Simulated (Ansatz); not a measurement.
Program: Ansatz. Geometries: PBE0-D4/def2-TZVP. ΔE: electronic, gas phase. CBS: MP2 limit from def2 TZ/QZ plus the TZ coupled-cluster correction, frozen cores. DFT in def2-TZVPP. Each species was taken in one conformer, which may not be the lowest.

Consider the redistribution: `[CH3][AlH][N]([SiH3])[SiH3]` + `N=C[SiH2]F` → `[CH3][AlH][CH]=N` + `F[SiH2]N([SiH3])[SiH3]`.

`[CH3][AlH][N]([SiH3])[SiH3]`:

```xyz
15

C     2.275    0.730   -0.991
Al    0.519    1.268   -0.348
N    -0.595   -0.019    0.240
Si   -0.110   -1.684    0.179
Si   -2.163    0.335    0.890
H     2.724   -0.051   -0.369
H     2.968    1.574   -1.025
H     2.208    0.323   -2.006
H    -0.012    2.759   -0.315
H    -1.298   -2.547    0.425
H     0.918   -2.003    1.209
H     0.463   -2.025   -1.151
H    -3.248   -0.226    0.038
H    -2.321   -0.243    2.253
H    -2.330    1.809    0.971
```

`N=C[SiH2]F`:

```xyz
8

N    -1.780    0.005    0.471
C    -0.780   -0.621    0.003
Si    0.935    0.124   -0.206
F     0.818    1.636    0.309
H    -1.533    0.967    0.718
H    -0.954   -1.665   -0.290
H     1.941   -0.583    0.623
H     1.353    0.138   -1.628
```

`[CH3][AlH][CH]=N`:

Z-matrix (Å, degrees):
```
C
Al 1 1.942
H 1 1.095 2 111.2
H 1 1.092 2 111.0 3 -120.7
H 1 1.095 2 111.3 3 118.4
C 2 1.985 1 118.8 3 120.0
H 2 1.593 1 122.8 3 -60.0
N 6 1.278 2 115.1 1 0.9
H 6 1.104 2 124.7 1 -179.2
H 8 1.025 6 112.2 2 179.9
```

`F[SiH2]N([SiH3])[SiH3]`:

Z-matrix (Å, degrees):
```
Si
N 1 1.713
F 1 1.599 2 111.2
H 1 1.482 2 108.1 3 117.5
H 1 1.479 2 111.1 3 -118.1
Si 2 1.743 1 121.3 3 75.7
Si 2 1.744 1 119.9 3 -101.8
H 6 1.486 2 110.4 1 126.0
H 6 1.485 2 111.2 1 -113.8
H 6 1.485 2 107.6 1 6.2
H 7 1.487 2 107.3 1 166.0
H 7 1.486 2 111.5 1 -74.8
H 7 1.485 2 110.6 1 46.2
```

| level | ΔE (kJ/mol) |
| --- | --- |
| r2SCAN-D4 | 35.8 |
| PBE0-D4 | 31.9 |
| r2SCAN | 35.5 |
| PBE0 | 31.1 |
| SCS-MP2/def2-TZVPP | 28.6 |
| CCSD/def2-TZVPP | 28.3 |
| HF/CBS(def2) | 21.4 |
| CCSD/CBS(def2) | 27.5 |

What does CCSD(T)/CBS give? (Estimate.)

Computed: +29.0 kJ/mol. The listed levels differ from it by 6.8, 2.9, 6.5, 2.1, -0.4, -0.7, -7.6, -1.5 kJ/mol.

Largest T1 diagnostic among the species: 0.012.

In def2-TZVPP, CCSD(T) changes the Hartree–Fock value by +7.9 kJ/mol (the triples alone add +1.5 kJ/mol) and MP2 by +7.9 kJ/mol.
